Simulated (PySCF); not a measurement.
Geometry (Å), atoms numbered from 1 in this order:
```xyz
14

S     2.002    0.348   -1.094
C     0.747   -0.717   -0.287
C    -0.576   -0.701   -1.062
O    -1.253    0.501   -0.762
Si   -0.917    1.038    0.803
C     0.423   -0.255    1.144
H     1.160    1.377   -1.343
H     1.196   -1.723   -0.308
H    -0.408   -0.764   -2.148
H    -1.187   -1.574   -0.759
H    -2.103    0.924    1.702
H    -0.470    2.460    0.765
H     1.315    0.097    1.679
H    -0.019   -1.087    1.720
```

Geometry: PBE0-D3(BJ)/def2-SVP; GIAO shifts from PySCF, gas phase, non-relativistic, averaged over equivalent atoms.

At PBE0/pcSseg-1 (156 basis functions, 15 s wall time on 1 thread of an Arm Neoverse V2, shared host):
| atoms | δ (ppm) |
| --- | --- |
| S1 | -39.8 |
| C3 | 77.5 |
| C2 | 44.8 |
| C6 | 23.2 |
| O4 | 20.5 |
| Si5 | 5.7 |
| H12 | 5.09 |
| H11 | 4.92 |
| H9 | 3.98 |
| H10 | 3.84 |
| H8 | 3.02 |
| H7 | 2.64 |
| H14 | 1.40 |
| H13 | 1.29 |

References, each an isolated molecule treated in the same way: CS2 for ³³S (495.66 ppm); TMS for ¹³C (184.41 ppm), ²⁹Si (351.99 ppm), ¹H (31.27 ppm); ¹⁷O (334.56 ppm) against H2O.

Problem. Estimate the result of repeating the calculation with CAM-B3LYP/pcSseg-2.

Solution. 
| atoms | δ at CAM-B3LYP/pcSseg-2 | change |
| --- | --- | --- |
| S1 | -10.2 | +29.6 |
| C3 | 80.0 | +2.5 |
| C2 | 46.6 | +1.8 |
| C6 | 24.2 | +1.0 |
| O4 | 21.1 | +0.6 |
| Si5 | -0.3 | -6.0 |
| H12 | 5.12 | +0.03 |
| H11 | 4.92 | +0.00 |
| H9 | 4.01 | +0.03 |
| H10 | 3.83 | -0.01 |
| H8 | 3.05 | +0.03 |
| H7 | 2.73 | +0.09 |
| H14 | 1.35 | -0.05 |
| H13 | 1.37 | +0.08 |

Chemical shifts δ = σref − σ; CS2 for ³³S (494.65 ppm); ¹³C (182.55 ppm) and ²⁹Si (328.96 ppm) and ¹H (31.34 ppm) vs TMS; ¹⁷O (329.76 ppm) against H2O, all at this level.

The largest change is at S1 (thiol sulfur). Cost: 342 basis functions, 73 s wall time on 1 thread of an Arm Neoverse V2, shared host. The order of the carbon signals is the same at both levels.

Experimental scales use liquid or dissolved standards, which lie at an offset from isolated H2O (liquid H2O: subtract about 36 ppm).
